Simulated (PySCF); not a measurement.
Cl₂Mn (SMILES [Cl][Mn][Cl]), sextet, geometry from GFN2-xTB (such geometries of metal compounds can be far from the true shape); DF-SVWN5/6-31G run with PySCF.

PySCF was given this input:
```python
from pyscf import gto, scf, dft

mol = gto.Mole()
mol.atom = '''
    Mn    0.000000    0.000000    0.000000
    Cl    0.000000    0.000000    1.976145
    Cl   -0.000000   -0.000000   -1.976145
'''
mol.basis = '6-31g'
mol.charge = 0
mol.spin = 5
mol.verbose = 4
mol.build()

mf = dft.UKS(mol)
mf.xc = 'lda,vwn'
mf = mf.density_fit(auxbasis='def2-universal-jkfit')
mf.kernel()
```

The log (banner, timings and long lists left out):

```
PySCF version 2.14.0

[INPUT] verbose = 4
[INPUT] num. atoms = 3
[INPUT] num. electrons = 59
[INPUT] charge = 0
[INPUT] spin (= nelec alpha-beta = 2S) = 5
[INPUT] symmetry False subgroup None
[INPUT] Mole.unit = angstrom
[INPUT] Symbol           X                Y                Z      unit          X                Y                Z       unit  Magmom
[...]
nuclear repulsion = 266.30977800715
number of shells = 25
number of NR pGTOs = 182
number of NR cGTOs = 53
basis = 6-31g
ecp = {}

******** <class 'pyscf.df.df_jk.DFUKS'> ********
method = DFUKS
initial guess = minao
damping factor = 0
level_shift factor = 0
DIIS = <class 'pyscf.scf.diis.CDIIS'>
diis_start_cycle = 1
diis_space = 8
diis_damp = 0
SCF conv_tol = 1e-09
SCF conv_tol_grad = None
SCF max_cycles = 50
direct_scf = False
number electrons alpha = 32  beta = 27
XC library pyscf.dft.libxc version 7.1.2
    S. Lehtola, C. Steigemann, M. J. T. Oliveira, and M. A. L. Marques,  SoftwareX 7, 1–5 (2018)
XC functionals = lda,vwn
    P. A. M. Dirac,  Math. Proc. Cambridge Philos. Soc. 26, 376 (1930)
    F. Bloch,  Z. Phys. 57, 545 (1929)
    S. H. Vosko, L. Wilk, and M. Nusair,  Can. J. Phys. 58, 1200 (1980)
radial grids:
    Treutler-Ahlrichs [JCP 102, 346 (1995); DOI:10.1063/1.469408] (M4) radial grids

becke partition: Becke, JCP 88, 2547 (1988); DOI:10.1063/1.454033
pruning grids: <function nwchem_prune>
grids dens level: 3
symmetrized grids: False
atomic radii adjust function: <function treutler_atomic_radii_adjust>
small_rho_cutoff = 0
Set gradient conv threshold to 3.16228e-05
tot grids = 58664
init E= -2065.18473955496

cycle= 1 E= -2056.7213415166  delta_E= 8.46  |g|= 2.98  |ddm|= 10.4

cycle= 2 E= -2022.83692493058  delta_E= 33.9  |g|= 6.95  |ddm|= 11.8

cycle= 3 E= -2052.86882006777  delta_E=  -30  |g|= 5.29  |ddm|= 7.38

cycle= 4 E= -2054.20739241899  delta_E= -1.34  |g|= 5.08  |ddm|= 0.64

cycle= 5 E= -2053.93831444533  delta_E= 0.269  |g|= 5.12  |ddm|= 0.767

cycle= 6 E= -2055.59943229206  delta_E= -1.66  |g|= 4.89  |ddm|= 1.57

cycle= 7 E= -2055.25445723122  delta_E= 0.345  |g|= 4.88  |ddm|=  1.4

cycle= 8 E= -2055.32417146562  delta_E= -0.0697  |g|= 4.87  |ddm|= 0.0383

cycle= 9 E= -2055.40204442738  delta_E= -0.0779  |g|= 4.89  |ddm|=    1

cycle= 10 E= -2010.17155437113  delta_E= 45.2  |g|= 6.37  |ddm|= 13.8
cycle= 11 E= -2054.70048433167  delta_E= -44.5  |g|= 5.02  |ddm|= 13.9
cycle= 12 E= -2054.65628424412  delta_E= 0.0442  |g|= 5.12  |ddm|= 1.27
[...]

cycle= 19 E= -2060.19103476197  delta_E= 0.549  |g|= 2.38  |ddm|= 4.79

cycle= 20 E= -2057.73778605063  delta_E= 2.45  |g|=  4.4  |ddm|= 4.97

cycle= 21 E= -2058.15104990963  delta_E= -0.413  |g|=  4.3  |ddm|= 0.104

cycle= 22 E= -2058.14885120699  delta_E= 0.0022  |g|= 4.28  |ddm|= 0.0752

cycle= 23 E= -2058.4643422385  delta_E= -0.315  |g|= 4.22  |ddm|= 0.238

cycle= 24 E= -2058.7334901218  delta_E= -0.269  |g|= 4.16  |ddm|= 0.157

cycle= 25 E= -2058.24219903859  delta_E= 0.491  |g|= 4.22  |ddm|= 0.239

cycle= 26 E= -2061.77983028627  delta_E= -3.54  |g|= 2.81  |ddm|= 1.91

cycle= 27 E= -2057.58374086517  delta_E=  4.2  |g|=  4.2  |ddm|= 3.34

cycle= 28 E= -2053.90555999528  delta_E= 3.68  |g|= 3.22  |ddm|= 8.81

cycle= 29 E= -2058.13761218106  delta_E= -4.23  |g|= 4.31  |ddm|=  8.9

cycle= 30 E= -2057.55577551804  delta_E= 0.582  |g|= 4.32  |ddm|= 0.572

cycle= 31 E= -2056.75393562724  delta_E= 0.802  |g|=  4.4  |ddm|= 1.53

cycle= 32 E= -2056.9821240398  delta_E= -0.228  |g|= 4.37  |ddm|= 0.339

cycle= 33 E= -2057.09376817885  delta_E= -0.112  |g|= 4.37  |ddm|= 0.26

cycle= 34 E= -2057.33602652511  delta_E= -0.242  |g|= 4.33  |ddm|= 0.276

cycle= 35 E= -2049.52616754922  delta_E= 7.81  |g|= 5.27  |ddm|= 3.34

cycle= 36 E= -2052.9881223828  delta_E= -3.46  |g|= 5.21  |ddm|= 1.89

cycle= 37 E= -2013.94380960944  delta_E=   39  |g|= 6.22  |ddm|= 12.4

cycle= 38 E= -2056.8468675483  delta_E= -42.9  |g|= 4.55  |ddm|= 12.4
cycle= 39 E= -2057.06074950896  delta_E= -0.214  |g|= 4.51  |ddm|= 0.117

cycle= 40 E= -2061.35381511913  delta_E= -4.29  |g|= 2.95  |ddm|= 1.83

cycle= 41 E= -2060.1333659029  delta_E= 1.22  |g|= 2.91  |ddm|=  3.3

cycle= 42 E= -2065.3021497288  delta_E= -5.17  |g|= 0.976  |ddm|= 3.07
cycle= 43 E= -2065.85782537773  delta_E= -0.556  |g|= 0.407  |ddm|= 1.68
cycle= 44 E= -2065.96431399212  delta_E= -0.106  |g|= 0.134  |ddm|= 0.698
cycle= 45 E= -2065.97376300641  delta_E= -0.00945  |g|= 0.0543  |ddm|= 0.247
cycle= 46 E= -2065.97545777882  delta_E= -0.00169  |g|= 0.0051  |ddm|= 0.0644
cycle= 47 E= -2065.97547931436  delta_E= -2.15e-05  |g|= 0.00159  |ddm|= 0.0131
cycle= 48 E= -2065.97548135263  delta_E= -2.04e-06  |g|= 0.000648  |ddm|= 0.00311
cycle= 49 E= -2065.97548156122  delta_E= -2.09e-07  |g|= 7.13e-05  |ddm|= 0.000654
cycle= 50 E= -2065.97548156482  delta_E= -3.6e-09  |g|= 3.25e-06  |ddm|= 0.0001
SCF not converged.
SCF energy = -2065.97548156482 after 50 cycles  <S^2> = 8.7589168  2S+1 = 6.0029715
```

The run did not converge; its last values are not results.
